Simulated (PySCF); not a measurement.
Molecule: Be(H)(iPr), SMILES [BeH][CH](C)C, singlet. Atoms near the plane z = 0.6 Å, at the B3LYP/def2-SVP optimised geometry (x, y, z in Å): Be1 (-1.0, -0.4, 0.0), H2 (-2.4, -0.4, 0.0), C3 (0.7, -0.4, 0.0), C4 (1.3, 0.2, 1.3), H6 (0.9, -1.4, -0.1), H7 (2.4, 0.1, 1.3), H8 (1.0, 1.3, 1.4).

Method: B3LYP/def2-TZVP run with PySCF. The values are rescaled to run from 0 to 1.

```
|...............................|
|...............................|
|...............................|
|...............................|
|...........::::::..............|
|..........:::::::::............|
|.........:::::::::::...........|
|.........:::::::::::...........|
|........:::::::::::::..........|
|........:::---:::---:..........|
|..    ..::-==-----==-:.........|
|       .:-=++==--=+*+-:........|
|       .:=*%%#+-=*@@@*-:::.....|
|       .:*@@@@#+*@@@@@*=-::....|
|       :=@@@@@@%@@@@@@@#+-::...|
|     .-+#@@@@@@@@@@@@@@#*=::...|
|     .+@@@@@@@@@@@@@@@*+=-::...|
|     .=#%@@@@@@@@@@@@+--:::....|
|      .-+@@@@@@@@@@@*-::.......|
|       .-#@@@@%*#@@%=:.........|
|        :=#@@%+==#@#=:.........|
|       .:-+**+=--+*+-:.........|
|.     ..::-===----=--:.........|
|........::----::::::::.........|
|.........::::::::::::..........|
|.........::::::::::::..........|
|.........:::::::::::...........|
|..........::::::::.............|
|...........::::::..............|
|...............................|
|...............................|
```
Scale: ten equal steps from 0.000 (start of ' ') to 1.00 (end of '@'), in the order ' .:-=+*#%@'; x runs from -4.50 to 4.50, y from -4.50 (bottom) to 4.50 (top).

Problem. Which quantity is mapped?
(A) log10 of the electron density
(B) an orbital amplitude
(C) Laplacian of the electron density
(D) electrostatic potential

Solution. D, electrostatic potential. In full: electrostatic potential (hartree/e), clipped to [-0.08, 0.12].
